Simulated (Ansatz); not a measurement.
Relaxation of BCl₂H₅O₂Si (11 atoms, charge 0, multiplicity 1), to a largest force component of 0.03 eV/Å in at most 50 steps.

Computed with Ansatz, RKS r2SCAN/6-31G*.

```xyz
11
Properties=species:S:1:pos:R:3
B -0.079 0.418 -0.404
Cl -0.063 -0.250 2.591
O 1.214 0.019 -0.395
H 1.321 -0.888 -0.715
Cl -1.356 -0.618 -1.105
O -0.362 1.670 0.103
Si -1.729 2.627 0.246
H -2.921 1.967 -0.338
H -1.938 2.891 1.691
H -1.456 3.904 -0.460
H 0.374 0.876 2.030
```

Problem. Where does it end, and by what steps?

Solution. The run converged. After 17 steps the energy has fallen by 0.187 eV; Cl5 moved furthest, 1.68 Å.

```csv
step,energy less start (eV),largest force component (eV/Å),accepted
0,0.0000,0.954,yes
1,-0.0507,0.715,yes
2,-0.0522,0.634,yes
3,-0.0629,0.743,yes
4,-0.0845,0.197,yes
5,-0.0874,0.340,yes
6,-0.1025,0.174,yes
7,-0.1083,0.526,yes
8,-0.1224,0.279,yes
9,-0.1366,0.129,yes
10,-0.1533,0.069,yes
11,-0.1619,0.250,yes
12,-0.1661,0.336,yes
13,-0.1823,0.049,yes
14,-0.1841,0.045,yes
15,-0.1852,0.203,yes
16,-0.1867,0.062,yes
17,-0.1873,0.016,yes
```

```xyz
11
Properties=species:S:1:pos:R:3
B -0.122 0.382 -0.561
Cl 0.518 0.672 3.365
O 0.846 -0.494 -0.215
H 1.143 -1.044 -0.953
Cl -0.743 0.462 -2.241
O -0.620 1.206 0.397
Si -1.804 2.409 0.330
H -3.099 1.814 -0.080
H -1.883 2.947 1.706
H -1.389 3.465 -0.625
H 0.158 0.798 2.122
```

Whether the end is a true minimum wasn't checked by a vibrational analysis.

The run took 42 s on 4 threads of Arm Neoverse V2, on a shared host, peak memory 0.2 GiB.
